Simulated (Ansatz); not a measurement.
A nudged elastic band was laid between two geometries of ClH + H4OSn (8 atoms, charge 0, multiplicity 1).

These are results of Ansatz 0.2.0, RHF/def2-SVP, not measurements.

| Item | Value |
| --- | --- |
| movable images | 5 |
| climbing image | yes |
| spring | 5.0 eV/Å² |
| optimiser | quadratic models (default) |
| start path | through a guess of the saddle point |
| force threshold | 0.05 eV/Å |
| iteration limit | 60 |
| end points | relaxed |

Image 0:

```xyz
8
Properties=species:S:1:pos:R:3
Sn -0.241 0.230 -0.202
O -0.046 -0.327 1.700
H -0.747 -0.133 2.305
H 1.355 0.309 -0.776
H -1.035 1.742 -0.196
H -1.175 -0.958 -0.989
Cl 1.982 -2.696 2.162
H 1.148 -1.712 2.140
```

Image 6:

```xyz
8
Properties=species:S:1:pos:R:3
Sn 0.466 -0.093 -0.451
O -0.659 -0.489 2.540
H -1.323 -1.128 2.752
H 1.218 0.025 -1.979
H 0.354 1.423 0.294
H -0.982 -0.968 -0.567
Cl 2.000 -1.409 0.815
H 0.168 -0.907 2.740
```

Question: What changes between the two ends?

Answer: Bonds broken: Sn1–O2, Cl7–H8. Bonds formed: Sn1–Cl7, O2–H8. ClH + H4OSn becomes ClH3Sn + H2O.

Question: Give the energies along the band, and the barrier.

Answer: The run converged. The highest image is number 2 of 0 to 6, 0.41 eV above the first end and 1.30 eV above the last; the last end lies 0.89 eV below the first. A vibrational analysis at the climbing image gives one clearly imaginary mode, 796i cm⁻¹: a first-order saddle point. The orbitals stay closed-shell, which can raise the energy where a bond breaks towards radicals; this wasn't checked here.

| image | path coordinate (Å) | energy (eV) | Sn1–O2 (Å) | Cl7–H8 (Å) | Sn1–Cl7 (Å) |
| --- | --- | --- | --- | --- | --- |
| 0 | 0.00 | 0.00 | 1.99 | 1.29 | 4.37 |
| 1 | 0.79 | 0.02 | 2.00 | 1.30 | 3.87 |
| 2 | 1.59 | 0.41 | 2.08 | 1.59 | 3.36 |
| 3 | 3.10 | -0.35 | 2.65 | 2.24 | 2.48 |
| 4 | 4.61 | -0.79 | 3.92 | 2.66 | 2.38 |
| 5 | 6.12 | -0.82 | 3.76 | 2.63 | 2.38 |
| 6 | 7.63 | -0.89 | 3.22 | 2.70 | 2.39 |

Question: What is the geometry of the highest image?

Answer: 
```xyz
8
Properties=species:S:1:pos:R:3:forces:R:3
Sn -0.042 0.046 -0.142 0.00 0.00 0.00
O 0.089 -0.227 1.917 0.00 0.00 0.00
H -0.653 -0.191 2.506 0.00 0.00 0.00
H 1.544 0.334 -0.628 0.00 0.00 0.00
H -1.007 1.455 -0.151 0.00 0.00 0.00
H -0.872 -1.279 -0.778 0.00 0.00 0.00
Cl 1.491 -2.477 1.453 0.00 0.00 0.00
H 0.691 -1.206 1.967 0.00 0.00 0.00
```

Question: What are the harmonic wavenumbers there?

Answer: 796i, 112, 167, 334, 471, 511, 549, 637, 762, 782, 796, 854, 1162, 1642, 2042, 2114, 2130, 4150 cm⁻¹.

Run time: 5 min on 1 thread of AMD EPYC 7R43 64-Core Processor (Zen 3) (shared host), peak memory 0.17 GiB.
